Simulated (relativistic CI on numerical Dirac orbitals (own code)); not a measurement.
N V: from the plainest model towards the measured levels

Calculated with a relativistic CI code on KLI orbitals (one set per configuration, finite nucleus), adding one ingredient at a time: step 1, Dirac-Coulomb, each configuration alone; step 2, with Breit and QED terms; step 3, with configuration mixing; step 4, with scaled Slater integrals (0.85); step 5, with a P86 correlation estimate; step 6, tied to the ionisation limit. P86 is a density functional for the correlation energy, evaluated here for each configuration and added to its levels. Step 6 is semi-empirical: configurations made of the next ion and one excited electron move by -939 cm⁻¹, so that their limit matches the tabulated ionisation energy, and those with a non-penetrating f or g electron also take the P86 value of the least penetrating other one.

Configurations in the expansion (outside the closed core 1s2): 2s, 3s, 3p, 3d, 4s, 4p, 4d, 4f, 5s, 5p, 5d, 6s, 6p, 6d, 7s, 9d.

Computed minus measured energy above the ground level, in cm⁻¹, for 15 of the 24 excited levels that pair in every step (one J of a term; a digit in brackets numbers repeated terms):

| Configuration | Term | J | Measured | Step 1 | Step 2 | Step 3 | Step 4 | Step 5 | Step 6 |
| --- | --- | --- | --- | --- | --- | --- | --- | --- | --- |
| 3s | 2S | 1/2 | 456127 | -760 | -818 | -818 | -818 | -202 | -1141 |
| 3p | 2P° | 1/2 | 477766 | -484 | -539 | -540 | -540 | -116 | -1055 |
| 3d | 2D | 3/2 | 484404 | -962 | -1041 | -1041 | -1041 | -1877 | -2817 |
| 4s | 2S | 1/2 | 606349 | -954 | -1025 | -1025 | -1025 | -285 | -1224 |
| 4p | 2P° | 1/2 | 615141 | -825 | -894 | -894 | -894 | -234 | -1174 |
| 4d | 2D | 3/2 | 617916 | -1041 | -1120 | -1120 | -1120 | -638 | -1577 |
| 4f | 2F° | 5/2 | 618059 | -1104 | -1183 | -1182 | -1182 | 2106 | 11 |
| 5s | 2S | 1/2 | 673886 | -1028 | -1103 | -1102 | -1102 | -78 | -1017 |
| 5p | 2P° | 1/2 | 678300 | -961 | -1035 | -1034 | -1034 | -29 | -969 |
| 5d | 2D | 5/2 | 679718 | -1072 | -1151 | -1151 | -1151 | -124 | -1064 |
| 6s | 2S | 1/2 | 709939 | -1062 | -1138 | -1138 | -1138 | 195 | -745 |
| 6p | 2P° | 1/2 | 712463 | -1024 | -1100 | -1099 | -1099 | 236 | -704 |
| 6d | 2D | 3/2 | 713279 | -1089 | -1168 | -1168 | -1168 | 208 | -732 |
| 7s | 2S | 1/2 | 731425 | -1080 | -1157 | -1157 | -1157 | 470 | -469 |
| 9d | 2D | 3/2 | 755608 | -1062 | -1141 | -1141 | -1141 | 993 | 53 |

Mean absolute errors in cm⁻¹, over all paired levels and for the first 12 configurations:

```tsv
Configuration, levels	Step 1	Step 2	Step 3	Step 4	Step 5	Step 6
all, 24	961	1036	1036	1036	592	993
3s, 1	760	818	818	818	202	1141
3p, 2	479	542	543	543	119	1058
3d, 2	962	1041	1041	1041	1877	2817
4s, 1	954	1025	1025	1025	285	1224
4p, 2	824	896	896	896	236	1176
4d, 2	1041	1120	1120	1120	638	1577
4f, 2	1104	1183	1182	1182	2106	11
5s, 1	1028	1103	1102	1102	78	1017
5p, 2	960	1036	1035	1035	30	969
5d, 1	1072	1151	1151	1151	124	1064
6s, 1	1062	1138	1138	1138	195	745
6p, 2	1023	1100	1100	1100	235	704
```

Measured levels: Moore, Selected Tables of Atomic Spectra, NSRDS-NBS 3, section 4.

The mean absolute error is lowest at step 5 (592 cm⁻¹), and the largest single drop is from step 4 to 5 (1036 to 592). Mixing lowers the ground level by 0; relative to it the configurations that move most are 3p by -1, 6p by +1, 5p by +0. The P86 estimate moves 4f by +3288, 9d by +2133, 7s by +1627, and takes the mean absolute error of the excited configurations from 1036 to 592. Step 6 takes that error from 592 to 993; the error more than halves for 9d; 4f gains from the shift and the changed P86 value together; it grows for 3s, 3p, 3d, 4s, 4p, 4d, 5s, 5p and others. The shift fits the limit, so it does little for low levels whose errors differ from those near the limit.
